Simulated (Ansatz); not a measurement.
A run for Ansatz (a first-principles code): R-CCSD(T)/def2-SVP on H4OSn (SMILES [OH][SnH3]), a point of a torsion scan. Elements past Kr take the def2 small-core potentials; no spin–orbit coupling. The run froze 10 orbitals, filled d shells among them.

Ansatz 0.2 input:
```yaml
crystal:
  periodic: [false, false, false]
  atoms:
    - {symbol: O, position_ang: [1.31182231, 0.13429280, 0.60833049]}
    - {symbol: Sn, position_ang: [-0.50623756, -0.00098643, -0.05298657]}
    - {symbol: H, position_ang: [2.02548979, -0.04245509, 0.00005249]}
    - {symbol: H, position_ang: [-0.60369228, -1.32077610, -1.06814128]}
    - {symbol: H, position_ang: [-0.86257322, 1.40510121, -0.86954210]}
    - {symbol: H, position_ang: [-1.35354996, -0.16870860, 1.34777441]}
basis:
  gaussian:
    orbitals: def2-SVP
magnetization: {spin_polarized: false}
correlation: {method: ccsd_t, electrons: outside_noble_gas}
scf: {lower_state_search: off}
```

Question: What total energy does the run end on?

Answer: -290.7667 hartree (reference determinant -290.4498, T1 diagnostic 0.012).
